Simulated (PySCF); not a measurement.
Ga(H)(F)(OMe) (CH4FGaO), SMILES C[O][GaH][F].

The structure is a stationary point at B3LYP-D3(BJ)/def2-SVP. The structure was generated by enumeration; whether it is a known compound was not checked. The values are those of a single conformer.

Level of theory: B3LYP-D3(BJ)/def2-SVP (PySCF).

Frequencies are harmonic and unscaled.

Task: List the normal modes with their intensities. (An estimate is asked for; the answer gives what the named calculation found.)

Result: 
| mode | ν (cm⁻¹) | IR (km/mol) | moving atoms (share of kinetic energy) |
|---|---|---|---|
| 1 | 89 | 3.3 | H 77 %, O 20 % |
| 2 | 103 | 0.4 | H 32 %, O 27 %, F 19 %, C 17 % |
| 3 | 132 | 2.9 | F 38 %, C 20 %, Ga 19 %, H 16 % |
| 4 | 257 | 21.0 | O 33 %, C 24 %, F 19 %, H 13 %, Ga 10 % |
| 5 | 457 | 63.8 | H 87 % |
| 6 | 581 | 132.2 | H 87 % |
| 7 | 629 | 39.1 | O 54 %, Ga 16 %, C 13 %, H 13 % |
| 8 | 714 | 57.5 | F 74 %, Ga 22 % |
| 9 | 1129 | 181.8 | O 45 %, C 38 %, H 17 % |
| 10 | 1176 | 0.0 | H 77 %, C 19 % |
| 11 | 1203 | 39.8 | H 61 %, C 21 %, O 18 % |
| 12 | 1466 | 0.7 | H 96 % |
| 13 | 1476 | 14.5 | H 90 %, C 9 % |
| 14 | 1482 | 18.6 | H 94 % |
| 15 | 2028 | 73.7 | H 99 % |
| 16 | 2971 | 80.3 | H 97 % |
| 17 | 3046 | 54.5 | H 91 %, C 9 % |
| 18 | 3067 | 37.1 | H 90 %, C 10 % |
